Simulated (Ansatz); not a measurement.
`CC(C)[O][Mg][O]C(C)C`. Charge 0, multiplicity 1. Correlated methods include outer-core shells of Mg, which these sets cover unevenly.

```xyz
23

C     3.882   -0.241    0.427
C     2.758   -1.028    1.083
C     2.758   -0.832    2.592
O     1.535   -0.673    0.545
Mg    0.031    0.007   -0.067
O    -1.470    0.688   -0.685
C    -2.703    1.041   -1.201
C    -2.866    0.509   -2.616
C    -3.823    0.552   -0.296
H     3.871   -0.395   -0.655
H     4.860   -0.546    0.808
H     3.755    0.828    0.623
H     2.938   -2.098    0.885
H     2.609    0.225    2.833
H     1.948   -1.406    3.048
H     3.702   -1.156    3.037
H    -2.768    2.142   -1.248
H    -3.817    0.822   -3.055
H    -2.057    0.872   -3.253
H    -2.835   -0.586   -2.610
H    -3.694    0.946    0.714
H    -3.812   -0.541   -0.243
H    -4.803    0.867   -0.666
```

Give the diagnostics of a CCSD(T)/def2-TZVPP run (frozen core, the Gaussian-basis code of Ansatz). (Estimate.)

Computed: T1 = 0.0110, largest single amplitude 0.029, largest double 0.011, (T) share of the correlation energy 3.4 %, 9 CCSD cycles. The RHF solution is stable towards an unrestricted one. T1 lies under the customary mark of 0.02 for closed shells.
